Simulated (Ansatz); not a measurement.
Computed with Ansatz on PBE0-D4/def2-TZVP structures; ΔE is electronic, products minus reactants. CCSD(T)/CBS is the MP2 limit (def2-TZVPP, def2-QZVPP) plus CCSD(T) − MP2 in def2-TZVPP, frozen cores. One conformer a species, not always the lowest.

Reaction (ligand exchange at the Si–O bond): `CO[SiH](O)O[SiH2]O` + `S[SiH](Cl)Cl` → `O[SiH2]S[SiH](Cl)Cl` + `CO[SiH](O)O`

```json
{"species": "`CO[SiH](O)O[SiH2]O`", "CCSD(T)/CBS(def2) energy (Eh)": "-921.97038"}
{"species": "`S[SiH](Cl)Cl`", "CCSD(T)/CBS(def2) energy (Eh)": "-1607.74509"}
{"species": "`O[SiH2]S[SiH](Cl)Cl`", "CCSD(T)/CBS(def2) energy (Eh)": "-1973.28459"}
{"species": "`CO[SiH](O)O`", "CCSD(T)/CBS(def2) energy (Eh)": "-556.41063"}
```

Task: Work out ΔE.

Result: ΔE = (-1973.28459) + (-556.41063) − (-921.97038) − (-1607.74509) = 0.02025 Eh = +53.2 kJ/mol.

Largest T1 diagnostic among the species: 0.012.

The D4 term adds −4.4 kJ/mol with B3LYP and −2.2 kJ/mol with PBE0; it sums over pairs of atoms, weighted by their polarisabilities, and B3LYP, whose exchange is more repulsive, gets the larger term. In def2-TZVPP, CCSD(T) changes the Hartree–Fock value by −19.9 kJ/mol (the triples alone add −4.4 kJ/mol) and MP2 by −25.6 kJ/mol. From PBE to PBE0 (25 % exact exchange), in def2-TZVPP and without D4, ΔE moves by +5.5 kJ/mol.

B3LYP here is the variant with VWN-RPA as its local correlation; programs differ in this.
